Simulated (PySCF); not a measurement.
```xyz
15

Ga    -0.0290    -0.0383    -0.0394
F     -1.4252    -1.0328     0.4099
F     -0.4147     1.3314    -1.1092
F      1.4923    -0.9443    -0.2263
C      1.1953     2.5019     3.8687
C      1.7720     1.2446     3.6317
C      1.3988     0.5387     2.4842
N      0.4921     1.0414     1.6198
C     -0.0533     2.2597     1.8207
C      0.2728     3.0207     2.9469
H      1.4700     3.0791     4.7645
H      2.5098     0.8133     4.3228
H      1.8222    -0.4398     2.2086
H     -0.7452     2.6028     1.0356
H     -0.1871     4.0084     3.0910
```

Charge 0, multiplicity 1.

Task: Give the Mulliken and meta-Löwdin atomic charges from PBE-D3(BJ)/def2-TZVP // PBE-D3(BJ)/def2-SVP run with PySCF 2.14.0.

Result: 
```csv
atom,Mulliken (e),meta-Löwdin (e)
Ga1,0.70,1.13
F2,-0.36,-0.50
F3,-0.38,-0.51
F4,-0.38,-0.51
C5,-0.10,-0.07
C6,-0.07,-0.12
C7,-0.07,0.02
N8,0.02,-0.12
C9,-0.07,0.02
C10,-0.07,-0.12
H11,0.14,0.14
H12,0.14,0.14
H13,0.17,0.16
H14,0.17,0.16
H15,0.14,0.14
```
